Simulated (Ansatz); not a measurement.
WN4H6⁺, that is WN(NH2)3 with one electron fewer. The state is a doublet with charge 1. Geometry PBE0-D4/def2-SVP; atoms count from 1.

```csv
atom,x (Å),y (Å),z (Å)
W1,0.0032,0.2116,0.1677
N2,0.0201,1.5003,1.1950
N3,-0.4432,1.0554,-1.5733
H4,-0.6082,2.0552,-1.7160
H5,-0.5452,0.5559,-2.4618
N6,-1.4153,-0.9380,0.9482
H7,-1.7126,-1.8439,0.5736
H8,-1.9579,-0.7138,1.7865
N9,1.8542,-0.4886,0.3275
H10,2.5835,-0.0898,0.9246
H11,2.2214,-1.3042,-0.1719
```

In the def2 sets W takes a core potential; there is no spin–orbit coupling. No other spin state of charge 1 was run.

Estimate the Mulliken populations from the PBE0/def2-TZVP orbitals of Ansatz.


```json
{"atom": "W1", "charge (e)": "1.17", "spin (α − β)": "-0.33", "d electrons": "3.90"}
{"atom": "N2", "charge (e)": "-0.30", "spin (α − β)": "0.03", "d electrons": "–"}
{"atom": "N3", "charge (e)": "-0.58", "spin (α − β)": "0.46", "d electrons": "–"}
{"atom": "H4", "charge (e)": "0.32", "spin (α − β)": "-0.01", "d electrons": "–"}
{"atom": "H5", "charge (e)": "0.30", "spin (α − β)": "-0.01", "d electrons": "–"}
{"atom": "N6", "charge (e)": "-0.58", "spin (α − β)": "0.46", "d electrons": "–"}
{"atom": "H7", "charge (e)": "0.30", "spin (α − β)": "-0.01", "d electrons": "–"}
{"atom": "H8", "charge (e)": "0.32", "spin (α − β)": "-0.01", "d electrons": "–"}
{"atom": "N9", "charge (e)": "-0.58", "spin (α − β)": "0.46", "d electrons": "–"}
{"atom": "H10", "charge (e)": "0.32", "spin (α − β)": "-0.01", "d electrons": "–"}
{"atom": "H11", "charge (e)": "0.30", "spin (α − β)": "-0.01", "d electrons": "–"}
```
Mulliken values and Mayer orders depend strongly on the basis.

Where does the spin sit?

Summed by element: W -0.33, N 1.41, H -0.08, of 1 unpaired in all. Largest on single atoms: N3 0.46, N9 0.46, N6 0.46.

And the Mayer bond orders between bonded heavy atoms (over 0.3)?

W1–N2 2.92 (1.65 Å); W1–N3 1.03 (1.99 Å); W1–N6 1.03 (1.99 Å); W1–N9 1.03 (1.99 Å).
